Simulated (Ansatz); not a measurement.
Molecule: GaBr, net charge 0, singlet state. 
Geometry from a B3LYP-D3(BJ)/def2-TZVP (Ansatz, a quantum-chemistry and plane-wave program) optimisation:
SMILES: [Ga][Br]
```xyz
2

Ga     0.0000     0.0000    -1.2726
Br     0.0000     0.0000     1.1272
```
Charge 0, spin multiplicity 1.

Basis-set convergence of Hartree-Fock and CCSD correlation energies (hartree) with Ansatz. Valence correlation only, unless marked. Spin-orbit coupling is left out. Frozen are the shells of the preceding noble gas and the d and f shells that filled before the atom's block. No relativistic terms.

```csv
basis,functions,E(HF),"E(corr, CCSD)"
def2-SVPD,79,-4495.17964,-0.18996
def2-TZVPPD,111,-4495.74161,-0.23377
def2-QZVPPD,193,-4495.82985,-0.25296
```

Extrapolating the two largest sets (X = 3 and 4) as X^-3: E(corr) = (64·(-0.25296) - 27·(-0.23377))/37 = -0.2670 Eh, an estimate of the basis-set limit. The largest set recovers 94.8 % of it, the smallest 71.2 %.
